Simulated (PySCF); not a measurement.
CH5N2, SMILES NC=[NH2+], charge +1. Atoms are numbered in the order given.

```xyz
8

N      0.0000     1.1682    -0.1757
C      0.0000     0.0000     0.4278
N      0.0000    -1.1682    -0.1757
H      0.0000     1.2718    -1.1893
H      0.0000     2.0229     0.3753
H      0.0000     0.0000     1.5203
H      0.0000    -1.2718    -1.1893
H      0.0000    -2.0229     0.3753
```
Charge +1, spin multiplicity 1.

Geometry optimised at PBE-D3(BJ)/def2-TZVP. One conformer was computed; it need not be the lowest.

Level of theory: PySCF with PBE/pcJ-1.

Isotropic couplings with Fermi-contact, spin-dipole and both spin-orbit terms, one fixed conformer, no vibrational averaging. Isotopes: 13C, 14N, 1H.

**Question.** Estimate the spin–spin coupling constants. (An estimate is asked for; the answer gives what the named calculation found.)

**Answer.** 
| pair | bonds apart | J (Hz) |
|---|---|---|
| N1–C2 | 1 | 14.1 |
| N1–H4 | 1 | 66.1 |
| N1–H5 | 1 | 70.9 |
| C2–N3 | 1 | 14.1 |
| C2–H6 | 1 | 192.1 |
| N3–H7 | 1 | 66.1 |
| N3–H8 | 1 | 70.9 |
| N1–H6 | 2 | 2.9 |
| C2–H4 | 2 | -1.1 |
| C2–H5 | 2 | 4.9 |
| C2–H7 | 2 | -1.1 |
| C2–H8 | 2 | 4.9 |
| N3–H6 | 2 | 2.9 |
| H4–H5 | 2 | 2.1 |
| H7–H8 | 2 | 2.1 |
| N1–H7 | 3 | 1.5 |
| N1–H8 | 3 | 4.0 |
| N3–H4 | 3 | 1.5 |
| N3–H5 | 3 | 4.0 |
| H4–H6 | 3 | 16.9 |
| H5–H6 | 3 | 7.2 |
| H6–H7 | 3 | 16.9 |
| H6–H8 | 3 | 7.2 |
| H4–H7 | 4 | 1.1 |
| H4–H8 | 4 | -0.5 |
| H5–H7 | 4 | -0.5 |
| H5–H8 | 4 | 3.1 |
